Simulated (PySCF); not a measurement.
**r2SCAN on Xe (xenon, neutral)**

Configuration: [Kr] 4d10 5s1 5p6 6p1, high-spin 3P determinant (an excited configuration). All numbers are calculated (PySCF 2.14, the spin-free X2C one-electron Hamiltonian (Gaussian nucleus), in x2c-QZVPPall with one added diffuse shell each of s, p, d, f type (14s10p8d5f1g, 128 functions)).

| Quantity | Value |
| --- | --- |
| Total energy | -7445.73 hartree |
| One-electron energy | -10182.89 hartree |
| Hartree (Coulomb) energy | 2925.77 hartree |
| Exchange-correlation energy | -188.61 hartree |
| ⟨S²⟩ | 2.0040 |
| ⟨L²⟩ | 2.004 |
| Sum of ⟨r⟩ | 42.60 bohr |
| Sum of ⟨r²⟩ | 102.4 bohr² |
| Traceless quadrupole moment −½Σ⟨3z² − r²⟩ along its main axis | -20.2 e·bohr² |
| Langevin diamagnetic susceptibility | -81.1 ×10⁻⁶ cm³/mol |
| Time after the integrals | roughly 6 core-seconds |

| shell | electrons | mean orbital energy (hartree) | spread (hartree) | rms radius, mean of both spins (bohr) |
| --- | --- | --- | --- | --- |
| 1s α | 1 | -1262.98667 | 0 | 0.0305 |
| 1s β | 1 | -1262.98334 | 0 | 0.0305 |
| 2s α | 1 | -197.43996 | 0 | 0.124 |
| 2s β | 1 | -197.43881 | 0 | 0.124 |
| 2p α | 3 | -177.22803 | 0.00014 | 0.111 |
| 2p β | 3 | -177.22632 | 0.00035 | 0.111 |
| 3s α | 1 | -40.86104 | 0 | 0.327 |
| 3s β | 1 | -40.85898 | 0 | 0.327 |
| 3p α | 3 | -34.27279 | 0.00065 | 0.327 |
| 3p β | 3 | -34.27039 | 0.00077 | 0.327 |
| 3d α | 5 | -24.44381 | 0.00057 | 0.305 |
| 3d β | 5 | -24.44126 | 0.00069 | 0.305 |
| 4s α | 1 | -7.68502 | 0 | 0.762 |
| 4s β | 1 | -7.67739 | 0 | 0.762 |
| 4p α | 3 | -5.58273 | 0.00118 | 0.816 |
| 4p β | 3 | -5.57529 | 0.00152 | 0.816 |
| 4d α | 5 | -2.49304 | 0.00121 | 0.945 |
| 4d β | 5 | -2.48179 | 0.00170 | 0.945 |
| 5s α | 1 | -0.98525 | 0 | 1.93 |
| 5p α | 3 | -0.52002 | 0.00543 | 2.32 |
| 5p β | 3 | -0.48369 | 0.00539 | 2.32 |
| 6p α | 1 | -0.04560 | 0 | 7.09 |

The outer electron is Rydberg-like, and this basis confines it to a smaller radius and binds it less than a complete one would.

Densities and radii are taken from the X2C orbitals without a picture-change correction, which distorts them close to the nucleus.
